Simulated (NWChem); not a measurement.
Molecule: C6H15B; SMILES C(C)B(CC)CC

```xyz
22

B      0.0555    -0.1647     0.1105
C      1.3286     0.7143     0.4207
C      1.5214     2.0384    -0.3071
H      2.2260     0.0739     0.3220
H      1.2708     0.8826     1.5177
H      0.6627     2.7129    -0.1610
H      1.6275     1.8893    -1.3937
H      2.4188     2.5775     0.0350
C     -1.1943     0.4123    -0.6657
C     -2.1026     1.1339     0.3442
H     -1.7729    -0.3915    -1.1524
H     -0.8996     1.1262    -1.4533
H     -1.5865     1.9780     0.8296
H     -2.4406     0.4566     1.1452
H     -3.0054     1.5400    -0.1389
C      0.0147    -1.6539     0.6442
C      0.4184    -2.6066    -0.4913
H     -1.0023    -1.9196     0.9839
H      0.6944    -1.8053     1.5003
H      1.4425    -2.4064    -0.8468
H     -0.2516    -2.5127    -1.3613
H      0.3884    -3.6598    -0.1702
```
Atoms are numbered in this order, from 1.

All runs: NWChem. Pople sets run with spherical d functions. Coordinates come from a PBE0/def2-SVP optimisation. No frequency run checked for a minimum. Vzz is the largest principal value of the second derivative of the potential at the nucleus (NWChem prints the opposite sign); η is the asymmetry. Non-relativistic.

```json
[
 {"level": "CAM-B3LYP/6-31G*", "Vzz B1 (a.u.)": "0.552", "η B1": "0.01", "relative time": "7"},
 {"level": "Hartree-Fock/def2-SVP", "Vzz B1 (a.u.)": "0.586", "η B1": "0.01", "relative time": "1"},
 {"level": "Hartree-Fock/def2-TZVP", "Vzz B1 (a.u.)": "0.613", "η B1": "0.01", "relative time": "20"}
]
```

Times are rough ratios from one shared machine.
